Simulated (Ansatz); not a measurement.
Harmonic vibrations of VF₅ by finite differences.

```yaml
crystal:
  periodic: [false, false, false]
  atoms:
    - {symbol: V, position_ang: [-0.000309, 0.000278, -0.000016]}
    - {symbol: F, position_ang: [-0.014555, -0.006066, 1.719985]}
    - {symbol: F, position_ang: [0.015567, 0.004279, -1.720016]}
    - {symbol: F, position_ang: [1.684881, 0.010550, 0.014792]}
    - {symbol: F, position_ang: [-0.850961, 1.454911, -0.003093]}
    - {symbol: F, position_ang: [-0.834632, -1.463953, -0.011652]}
basis:
  gaussian: {orbitals: def2-SVP}
hamiltonian: {xc: pbe0, dispersion: d4}
scf: {omitted_lower_state_checks: [starts]}
phonons: {temperatures: {t_min: 298.15, t_max: 900, t_step: 200}}
```

```sh
$ ansatz run in.yaml --threads 4 --pin off --events-out ev --progress --plain --max-ram 3916MiB
```

Shortened log:

```
Functional definition: PBE0
mean field -39243.82482145 eV, -1442.1839617686 hartree, gradient 2.4e-5 eV, S^2 0.000000; 0 other end points of the search recorded, 0 dependent functions left out
mean field -39243.82466114 eV, -1442.1839558773 hartree, gradient 1.7e-6 eV, S^2 0.000000; 0 other end points of the search recorded, 0 dependent functions left out
mean field -39243.82463468 eV, -1442.1839549046 hartree, gradient 1.8e-6 eV, S^2 0.000000; 0 other end points of the search recorded, 0 dependent functions left out
mean field -39243.82463631 eV, -1442.1839549645 hartree, gradient 1.8e-6 eV, S^2 0.000000; 0 other end points of the search recorded, 0 dependent functions left out
mean field -39243.82465932 eV, -1442.1839558101 hartree, gradient 1.8e-6 eV, S^2 0.000000; 0 other end points of the search recorded, 0 dependent functions left out
mean field -39243.82464280 eV, -1442.1839552030 hartree, gradient 3.0e-6 eV, S^2 0.000000; 0 other end points of the search recorded, 0 dependent functions left out
mean field -39243.82464184 eV, -1442.1839551679 hartree, gradient 3.0e-6 eV, S^2 0.000000; 0 other end points of the search recorded, 0 dependent functions left out
mean field -39243.82480736 eV, -1442.1839612505 hartree, gradient 7.0e-7 eV, S^2 0.000000; 0 other end points of the search recorded, 0 dependent functions left out
mean field -39243.82481694 eV, -1442.1839616028 hartree, gradient 6.8e-7 eV, S^2 0.000000; 0 other end points of the search recorded, 0 dependent functions left out
mean field -39243.82481702 eV, -1442.1839616055 hartree, gradient 7.0e-7 eV, S^2 0.000000; 0 other end points of the search recorded, 0 dependent functions left out
mean field -39243.82480720 eV, -1442.1839612449 hartree, gradient 7.0e-7 eV, S^2 0.000000; 0 other end points of the search recorded, 0 dependent functions left out
mean field -39243.82478602 eV, -1442.1839604664 hartree, gradient 1.5e-6 eV, S^2 0.000000; 0 other end points of the search recorded, 0 dependent functions left out
mean field -39243.82467281 eV, -1442.1839563060 hartree, gradient 1.3e-6 eV, S^2 0.000000; 0 other end points of the search recorded, 0 dependent functions left out
mean field -39243.82480815 eV, -1442.1839612798 hartree, gradient 7.0e-7 eV, S^2 0.000000; 0 other end points of the search recorded, 0 dependent functions left out
mean field -39243.82481614 eV, -1442.1839615734 hartree, gradient 6.8e-7 eV, S^2 0.000000; 0 other end points of the search recorded, 0 dependent functions left out
mean field -39243.82481651 eV, -1442.1839615868 hartree, gradient 7.0e-7 eV, S^2 0.000000; 0 other end points of the search recorded, 0 dependent functions left out
mean field -39243.82480772 eV, -1442.1839612637 hartree, gradient 7.0e-7 eV, S^2 0.000000; 0 other end points of the search recorded, 0 dependent functions left out
mean field -39243.82467361 eV, -1442.1839563356 hartree, gradient 1.3e-6 eV, S^2 0.000000; 0 other end points of the search recorded, 0 dependent functions left out
mean field -39243.82478522 eV, -1442.1839604371 hartree, gradient 1.5e-6 eV, S^2 0.000000; 0 other end points of the search recorded, 0 dependent functions left out
mean field -39243.82469548 eV, -1442.1839571391 hartree, gradient 2.2e-6 eV, S^2 0.000000; 0 other end points of the search recorded, 0 dependent functions left out
mean field -39243.82473523 eV, -1442.1839586001 hartree, gradient 1.5e-6 eV, S^2 0.000000; 0 other end points of the search recorded, 0 dependent functions left out
mean field -39243.82481798 eV, -1442.1839616409 hartree, gradient 1.7e-6 eV, S^2 0.000000; 0 other end points of the search recorded, 0 dependent functions left out
mean field -39243.82481621 eV, -1442.1839615759 hartree, gradient 1.7e-6 eV, S^2 0.000000; 0 other end points of the search recorded, 0 dependent functions left out
mean field -39243.82480452 eV, -1442.1839611461 hartree, gradient 1.9e-6 eV, S^2 0.000000; 0 other end points of the search recorded, 0 dependent functions left out
mean field -39243.82480545 eV, -1442.1839611804 hartree, gradient 2.0e-6 eV, S^2 0.000000; 0 other end points of the search recorded, 0 dependent functions left out
mean field -39243.82479912 eV, -1442.1839609480 hartree, gradient 2.6e-6 eV, S^2 0.000000; 0 other end points of the search recorded, 0 dependent functions left out
mean field -39243.82478314 eV, -1442.1839603607 hartree, gradient 2.3e-6 eV, S^2 0.000000; 0 other end points of the search recorded, 0 dependent functions left out
mean field -39243.82472339 eV, -1442.1839581646 hartree, gradient 1.8e-6 eV, S^2 0.000000; 0 other end points of the search recorded, 0 dependent functions left out
mean field -39243.82475878 eV, -1442.1839594652 hartree, gradient 1.3e-6 eV, S^2 0.000000; 0 other end points of the search recorded, 0 dependent functions left out
mean field -39243.82480498 eV, -1442.1839611632 hartree, gradient 2.0e-6 eV, S^2 0.000000; 0 other end points of the search recorded, 0 dependent functions left out
mean field -39243.82480490 eV, -1442.1839611603 hartree, gradient 2.0e-6 eV, S^2 0.000000; 0 other end points of the search recorded, 0 dependent functions left out
mean field -39243.82479957 eV, -1442.1839609645 hartree, gradient 2.6e-6 eV, S^2 0.000000; 0 other end points of the search recorded, 0 dependent functions left out
mean field -39243.82478474 eV, -1442.1839604194 hartree, gradient 2.3e-6 eV, S^2 0.000000; 0 other end points of the search recorded, 0 dependent functions left out
mean field -39243.82475931 eV, -1442.1839594850 hartree, gradient 1.3e-6 eV, S^2 0.000000; 0 other end points of the search recorded, 0 dependent functions left out
mean field -39243.82472129 eV, -1442.1839580875 hartree, gradient 1.7e-6 eV, S^2 0.000000; 0 other end points of the search recorded, 0 dependent functions left out
mean field -39243.82480414 eV, -1442.1839611324 hartree, gradient 2.1e-6 eV, S^2 0.000000; 0 other end points of the search recorded, 0 dependent functions left out
mean field -39243.82480585 eV, -1442.1839611950 hartree, gradient 2.0e-6 eV, S^2 0.000000; 0 other end points of the search recorded, 0 dependent functions left out
Total energy: -39243.91163878 eV, -1442.1871522463 hartree
Atom 0 at    -0.000309     0.000278    -0.000016 Å, force     0.005489    -0.004606     0.000191 eV/Å
Atom 1 at    -0.014555    -0.006066     1.719985 Å, force    -0.001862     0.001960     0.016323 eV/Å
Atom 2 at     0.015567     0.004279    -1.720016 Å, force    -0.001650     0.001719    -0.016002 eV/Å
Atom 3 at     1.684881     0.010550     0.014792 Å, force    -0.014892     0.000312    -0.000245 eV/Å
Atom 4 at    -0.850961     1.454911    -0.003093 Å, force     0.006606    -0.012967     0.000028 eV/Å
Atom 5 at    -0.834632    -1.463953    -0.011652 Å, force     0.006309     0.013582    -0.000295 eV/Å
Dipole moment:    -0.000659     0.000747    -0.000021 e Å
Vibrations: 114.79 115.68 289.18 289.21 351.17 359.52 360.12 637.91 766.07 798.47 851.06 851.36 cm⁻¹, zero-point energy 0.358595 eV
Checks for a lower state left out: starts
```

Hardware: 4 threads of Arm Neoverse V1 on a shared host. Wall time 45 s.
